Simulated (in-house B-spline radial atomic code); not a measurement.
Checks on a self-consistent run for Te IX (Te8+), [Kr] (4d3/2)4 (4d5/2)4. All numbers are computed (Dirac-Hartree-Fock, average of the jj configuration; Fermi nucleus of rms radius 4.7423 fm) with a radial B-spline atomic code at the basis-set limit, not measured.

| orbital | q | ε (Eh) | <1/r> | <r²> | small-component weight |
| --- | --- | --- | --- | --- | --- |
| 1s1/2 | 2 | -1180.64566 | 55.5738 | 0.00104767 | 0.036624 |
| 2s1/2 | 2 | -188.56055 | 12.9657 | 0.0168358 | 0.0078321 |
| 2p1/2 | 2 | -176.47974 | 12.9086 | 0.0125275 | 0.0078165 |
| 2p3/2 | 4 | -166.33022 | 11.9528 | 0.013809 | 0.0074396 |
| 3s1/2 | 2 | -42.74774 | 4.62987 | 0.117148 | 0.0023204 |
| 3p1/2 | 2 | -37.74298 | 4.53025 | 0.112296 | 0.0022541 |
| 3p3/2 | 4 | -35.79214 | 4.29866 | 0.120154 | 0.0021553 |
| 3d3/2 | 4 | -27.08032 | 4.13931 | 0.101685 | 0.0020252 |
| 3d5/2 | 6 | -26.64671 | 4.07329 | 0.10445 | 0.0019898 |
| 4s1/2 | 2 | -11.48649 | 1.84184 | 0.642468 | 0.00064302 |
| 4p1/2 | 2 | -9.71146 | 1.74088 | 0.701005 | 0.00058991 |
| 4p3/2 | 4 | -9.22103 | 1.67338 | 0.743156 | 0.00056384 |
| 4d3/2 | 4 | -6.30736 | 1.46126 | 0.925036 | 0.00044895 |
| 4d5/2 | 4 | -6.22987 | 1.4463 | 0.943926 | 0.00044392 |

Electron-electron repulsion V_ee = 2317.5368 hartree.

Question: What total energy follows from the eigenvalues?

Answer: The eigenvalues count the repulsion twice, so E = Σqε - V_ee = -4458.473 - 2317.537 = -6776.010 hartree; the run printed -6776.010.

Question: Does the Dirac virial theorem hold?

Answer: For a point nucleus E = -2c²Σq·w, with w the small-component weight. Here Σq·w = 0.18041 and c = 137.0360, so the ratio E/(-2c²Σq·w) is 1.000057; the finite nucleus accounts for the departure from 1.

Question: What diamagnetic shielding (Lamb formula) and susceptibility (Langevin formula) do the radii give?

Answer: σ = (α²/3)Σq<1/r> = 312.709/(3·137.036²) = 5550.7 ppm, and χ = -0.79199×10⁻⁶·Σq<r²> = -12.06×10⁻⁶ cm³/mol with Σq<r²> = 15.224 bohr². Both are non-relativistic formulas without the paramagnetism of open shells; for so heavy an element the full relativistic shielding is larger by tens of per cent.
